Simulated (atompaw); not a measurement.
**Which change was made? (Ge, PAW (atompaw))**

```json
{
 "Element": "germanium (Ge)",
 "Generator": "atompaw 4.2.0.5",
 "Type": "PAW",
 "Functional": "PBE",
 "Relativity": "scalar-relativistic",
 "Frozen core": "[Ne]",
 "Valence charge": "22",
 "Reference configuration": "3s2 3p6 3d10 4s2 4p2",
 "Partial waves": "3s (bound): rc 0.85 bohr; 4s (bound): rc 1.30 bohr; 3p (bound): rc 1.05 bohr; 4p (bound): rc 1.30 bohr; 3d (bound): rc 1.30 bohr; 3d channel at -1.7 Ry: rc 1.30 bohr",
 "Local potential": "bessel scheme, radius 1.10 bohr",
 "Core correction": "smooth core density matched at 1.20 bohr",
 "Augmentation charge": "sinc compensation charge, radius 1.25 bohr; PAW radius 1.30 bohr; waves and projectors: custom polynom vanderbiltortho"
}
```

Cutoffs, loose and tight: the cutoffs (Ry, on a coarse ladder) from which the occupation-weighted sum of valence levels, in a spherical-Bessel basis at the reference potential, stays within 10 and 1 mRy of its value at 400 Ry. They see the waves, projectors and local potential, not the compensation charge or the core.

The base gives: outcome: generated; cutoff, loose: 120 Ry; cutoff, tight: 200 Ry; bound ghosts: none.

Q: After one change the result is: outcome: generated; cutoff, loose: 100 Ry; cutoff, tight: 160 Ry; bound ghosts: none. Which change was it?
A. all radii scaled by about 0.77 (s 0.66, p 0.80, d 1.00 bohr); local potential bessel scheme, radius 0.84 bohr; augmentation sinc compensation charge, radius 0.96 bohr; PAW radius 1.00 bohr; waves and projectors: custom polynom vanderbiltortho; core correction smooth core density matched at 0.92 bohr
B. all radii scaled by about 1.24 (s 1.06, p 1.30, d 1.62 bohr); local potential bessel scheme, radius 1.36 bohr; augmentation sinc compensation charge, radius 1.56 bohr; PAW radius 1.62 bohr; waves and projectors: custom polynom vanderbiltortho; core correction smooth core density matched at 1.50 bohr
C. all radii scaled by about 1.12 (s 0.96, p 1.18, d 1.46 bohr); local potential bessel scheme, radius 1.24 bohr; augmentation sinc compensation charge, radius 1.40 bohr; PAW radius 1.46 bohr; waves and projectors: custom polynom vanderbiltortho; core correction smooth core density matched at 1.36 bohr

A: C. The others give: all radii scaled by about 1.24 (s 1.06, p 1.30, d 1.62 bohr); local potential bessel scheme, radius 1.36 bohr; augmentation sinc compensation charge, radius 1.56 bohr; PAW radius 1.62 bohr; waves and projectors: custom polynom vanderbiltortho; core correction smooth core density matched at 1.50 bohr → outcome: generated; cutoff, loose: 80 Ry; cutoff, tight: 140 Ry; bound ghosts: none | all radii scaled by about 0.77 (s 0.66, p 0.80, d 1.00 bohr); local potential bessel scheme, radius 0.84 bohr; augmentation sinc compensation charge, radius 0.96 bohr; PAW radius 1.00 bohr; waves and projectors: custom polynom vanderbiltortho; core correction smooth core density matched at 0.92 bohr → outcome: generated; cutoff, loose: 200 Ry; cutoff, tight: 300 Ry; bound ghosts: none.
